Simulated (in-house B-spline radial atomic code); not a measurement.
**KLI/ALDAx excitations of Ba IX (Ba8+)**

Method: KLI/ALDAx. Computed with a B-spline radial code for spherical atoms: linear response of the closed shell [Kr] 4d10 5s2 with the adiabatic LDA exchange kernel on the exchange-only KLI potential; scalar-relativistic (spin-free one-electron X2C), finite nucleus, no spin-orbit coupling, no double excitations, S, P, D and F terms only; shells from n = 3 respond. Only terms of natural parity with L up to 3 were computed.

Spin-orbit coupling is strong here, so these LS terms don't match observed levels.

Command:
```bash
python run_td.py task.json out
```
Settings (radii: box in bohr, nucleus in fm):
```
Z                        56
electrons                48
configuration            [Kr] 4d10 5s2
hamiltonian              x2c
method                   kli
box_radius               11.59
rms_radius               4.8378
intervals                100
```

Run time, properties included: 3.5 s on 1 thread of Arm Neoverse N1, with other jobs on the host.

The lowest states, in the order of their Tamm-Dancoff energies; the method's threshold (minus the highest occupied level) is 128.67 eV. Labels give the largest channel, * marks a mixed state, and oscillator strengths are full-response dipole values. Semilocal kernels can invert the small singlet-triplet splittings of Rydberg terms. Energies in eV:

```
     state  full response  Tamm-Dancoff  oscillator strength
5s → 5p 3P         16.468        16.599                    -
5s → 5p 1P         21.882        22.621                 1.56
5s → 4f 3F         28.344        28.378                    -
5s → 4f 1F         29.549        29.556                    -
5s → 5d 3D              ?             ?                    -
5s → 5d 1D          45.34         45.39                    -
5s → 6s 3S              ?             ?                    -
5s → 6s 1S          59.02         59.06                    -
5s → 6p 3P          65.53         65.54                    -
5s → 6p 1P          66.11         66.15                0.159
```

**Question.** Where does 5s → 6s 3S lie?

**Answer.** At 57.66 eV in full response, 57.67 eV in Tamm-Dancoff.

**Question.** Where does 5s → 5d 3D lie?

**Answer.** At 43.01 eV in full response, 43.06 eV in Tamm-Dancoff.

**Question.** How large is the singlet-triplet splitting of 5s → 5p (P terms) in Tamm-Dancoff?

**Answer.** 6.02 eV, from the unrounded values.

**Question.** What polarisabilities and dispersion coefficient does the method give?

**Answer.** Dipole 3.088 bohr³, quadrupole 3.916 bohr⁵, C6 8.317 hartree·bohr⁶ for two such species.
